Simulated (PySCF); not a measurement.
**The potential of point charges around `C#CC#CC#CC#N`**

Species: `C#CC#CC#CC#N`. Coordinates (PBE0-D3(BJ)/def2-TZVP, Å) and charges (e) from the PBE0/pcSseg-2 density (PySCF):

```
atom       x       y       z  Mulliken      IAO  Hirshfeld  ESP-fitted
  C1  -3.700  -0.243  -0.929   -0.0058  -0.1507    -0.0362     -0.3487
  C2  -2.532  -0.151  -0.637   -0.0107  -0.0254    -0.0255     +0.0766
  C3  -1.224  -0.049  -0.311   +0.0259  +0.0238    +0.0155     +0.0821
  C4  -0.047   0.042  -0.018   +0.0257  -0.0180    -0.0048     -0.1555
  C5   1.254   0.143   0.306   -0.0676  +0.0349    +0.0179     +0.2540
  C6   2.429   0.234   0.601   -0.0173  -0.0425    +0.0042     -0.3336
  C7   3.744   0.335   0.929   +0.0610  +0.1475    +0.0898     +0.5503
  N8   4.863   0.421   1.209   -0.0952  -0.1944    -0.1749     -0.4421
  H9  -4.730  -0.323  -1.185   +0.0840  +0.2250    +0.1141     +0.3169
```

Points outside the species (Å): A (-3.5, -5.2, -3.4); B (8.0, -4.3, -4.5); C (-7.9, -2.4, 3.3).

Q: Find the potential V = 14.3996 V·Å × Σ q/r of each set of charges at these points.

A: In volts:

| point | nearest atom | distance (Å) | Mulliken | IAO | Hirshfeld | ESP-fitted |
| --- | --- | --- | --- | --- | --- | --- |
| A | H9 | 5.50 | +0.103 | +0.104 | +0.107 | +0.113 |
| B | N8 | 8.04 | -0.058 | -0.066 | -0.061 | -0.072 |
| C | H9 | 5.87 | +0.108 | +0.129 | +0.113 | +0.137 |

Q: How far are the other sets from the ESP-fitted one at these points?

A: Root-mean-square difference: IAO 0.008 V, Hirshfeld 0.016 V, Mulliken 0.020 V. The ESP scheme is a least-squares fit of atom-centred charges to the potential on four shells outside the van der Waals surface, with the total charge fixed.

Q: What energy would a point charge of +3 e have at C in the field of the ESP charges, leaving out polarisation?

A: +0.412 eV = +39.8 kJ/mol, a repulsion.

Geometry: PBE0-D3(BJ)/def2-TZVP; no solvent, vibrations or thermal averaging.

The run behind these numbers computed NMR shieldings as well. On one thread of an Intel Xeon 6975P-C, shared host with 48 logical CPUs at a one-minute load of 42, this took 59 s (grids of density and orbitals included) and 1.2 GiB of memory at its peak.
